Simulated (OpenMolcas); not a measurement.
# 5s² 5p³ along the 51-electron sequence

```json
{"Program": "OpenMolcas", "Method": "RASSCF", "Basis": "ANO-RCC-VTZP", "Scalar Hamiltonian": "DKH2, point nucleus", "Spin-orbit coupling": "state interaction with AMFI integrals over the reference wave functions, term energies averaged over their components"}
```

Active space for each ion: 5 electrons in 9 orbitals (RAS2 5s 5p; RAS3 5d, at most 2 electrons).

Computed levels in cm-1 above ⁴S°_3/2:

```
                                Level     Sb    I2+   Xe3+
                              ²D°_3/2  11819  15363  16857
                              ²D°_5/2  12871  18233  20779
                              ²P°_1/2  19888  27740  31464
                              ²P°_3/2  21265  31830  37318
weight of ⁴S° in the lowest level (%)     98     94     92
```

Measured, with the error of the calculation in %. Measured levels: Sb from NIST Handbook of Basic Atomic Spectroscopic Data; Xe3+ from Saloman, J. Phys. Chem. Ref. Data 33, 765 (2004).

```csv
Level,Sb,Xe3+
²D°_3/2,8512 (+38.8),13267 (+27.1)
²D°_5/2,9854 (+30.6),17511 (+18.7)
²P°_1/2,16395 (+21.3),28036 (+12.2)
²P°_3/2,18464 (+15.2),35650 (+4.7)
```

²D°_3/2 changes by a factor of 1.43 over the same range, with steps per unit of Z of +1770, +1490 cm-1.

Some high roots are left out of the spin-orbit mixing, which shifts the levels that they would mix with (holds for Sb). Active for correlation alone: 5d; no level in the range computed is led by a configuration that fills it, so any true level of that kind is missing (holds for Sb). The run also gave levels led by 5s 5p³ 5d, 5s² 5p² 5d, which use shells meant for correlation; these and all levels above them are left out (holds for I2+). The run also gave levels led by 5s² 5p² 5d, which use shells meant for correlation; these and all levels above them are left out (holds for Xe3+). Measured partners are found by configuration, term and J. A level has none where our copy of the source lacks it or the pairing is in doubt (some pairs that miss far off the trend of their configuration count as doubtful), and it then counts in no deviation. Only configurations of the active space appear.

° marks odd parity.
